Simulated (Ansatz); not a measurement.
`N[SiH2][AsH]O` + `C[SiH3]` → `C[SiH2][AsH]O` + `N[SiH3]`  (formal exchange of groups at the As–Si bond)

Isolated molecules relaxed with PBE0-D4/def2-TZVP in Ansatz; ΔE leaves out vibrations. CCSD(T)/CBS adds triple-zeta CCSD(T) − MP2 to the extrapolated MP2 energy (def2 sets, frozen cores). This one scheme is used for every species. DFT in def2-TZVPP. B3LYP here is the variant with VWN-RPA as its local correlation; programs differ in this. For As outer-core shells are correlated without core-valence functions, which leaves a few kJ/mol of doubt a bond. Scalar relativity is left out up to krypton. Each species was taken in one conformer, which may not be the lowest.

`N[SiH2][AsH]O`:

Cartesian coordinates in Å:
```
N -0.272 0.674 -1.744
Si -0.912 0.272 -0.201
As 0.702 0.236 1.550
O 1.471 -1.289 0.919
H 0.327 0.005 -2.203
H 0.039 1.615 -1.927
H -1.519 -1.079 -0.300
H -1.926 1.294 0.174
H -0.291 -0.425 2.514
H 2.383 -1.302 1.219
```

`C[SiH3]`:

Cartesian coordinates in Å:
```
C 0.634 -0.640 0.403
Si -0.567 0.573 -0.361
H 0.926 -0.318 1.405
H 1.538 -0.725 -0.204
H 0.185 -1.633 0.484
H -1.797 0.689 0.469
H -0.966 0.130 -1.725
H 0.048 1.923 -0.472
```

`C[SiH2][AsH]O`:

Z-matrix (Å, degrees):
```
C
Si 1 1.868
H 1 1.092 2 110.6
H 1 1.093 2 111.0 3 -120.6
H 1 1.092 2 109.6 3 119.2
As 2 2.374 1 111.2 3 -66.8
H 2 1.488 1 111.1 3 173.8
H 2 1.491 1 112.2 3 52.7
O 6 1.819 2 93.6 1 -41.0
H 6 1.533 2 91.5 1 55.7
H 9 0.960 6 107.7 2 -149.1
```

`N[SiH3]`:

Cartesian coordinates in Å:
```
N 0.637 0.543 0.661
Si -0.354 -0.267 -0.488
H 1.442 0.073 1.043
H 0.213 1.140 1.352
H 0.532 -0.838 -1.534
H -1.191 -1.385 0.044
H -1.279 0.734 -1.079
```

```json
{"level": "PBE0-D4", "ΔE (kcal/mol)": "0.0", "difference from CCSD(T)/CBS": "0.2"}
{"level": "ωB97M-V", "ΔE (kcal/mol)": "-0.2", "difference from CCSD(T)/CBS": "0.0"}
{"level": "B2PLYP", "ΔE (kcal/mol)": "0.0", "difference from CCSD(T)/CBS": "0.2"}
{"level": "PBE", "ΔE (kcal/mol)": "0.4", "difference from CCSD(T)/CBS": "0.6"}
{"level": "r2SCAN", "ΔE (kcal/mol)": "0.2", "difference from CCSD(T)/CBS": "0.4"}
{"level": "PBE0", "ΔE (kcal/mol)": "0.1", "difference from CCSD(T)/CBS": "0.3"}
{"level": "B3LYP", "ΔE (kcal/mol)": "0.3", "difference from CCSD(T)/CBS": "0.5"}
{"level": "HF/def2-TZVPP", "ΔE (kcal/mol)": "-0.1", "difference from CCSD(T)/CBS": "0.1"}
{"level": "SCS-MP2/def2-TZVPP", "ΔE (kcal/mol)": "-0.4", "difference from CCSD(T)/CBS": "-0.2"}
{"level": "CCSD/def2-TZVPP", "ΔE (kcal/mol)": "-0.3", "difference from CCSD(T)/CBS": "-0.1"}
{"level": "CCSD(T)/def2-TZVPP", "ΔE (kcal/mol)": "-0.3", "difference from CCSD(T)/CBS": "-0.1"}
{"level": "MP2/def2-QZVPP", "ΔE (kcal/mol)": "-0.4", "difference from CCSD(T)/CBS": "-0.2"}
{"level": "SCS-MP2/def2-QZVPP", "ΔE (kcal/mol)": "-0.3", "difference from CCSD(T)/CBS": "-0.1"}
{"level": "HF/CBS(def2)", "ΔE (kcal/mol)": "0.0", "difference from CCSD(T)/CBS": "0.2"}
{"level": "MP2/CBS(def2)", "ΔE (kcal/mol)": "-0.4", "difference from CCSD(T)/CBS": "-0.2"}
{"level": "CCSD/CBS(def2)", "ΔE (kcal/mol)": "-0.1", "difference from CCSD(T)/CBS": "0.1"}
{"level": "CCSD(T)/CBS", "ΔE (kcal/mol)": "-0.2", "difference from CCSD(T)/CBS": "0"}
```

Largest T1 diagnostic among the species: 0.012.

CCSD(T)/CBS has its own doubt, a few kJ/mol and more with outer-core shells, so smaller differences from it don't rank the levels.
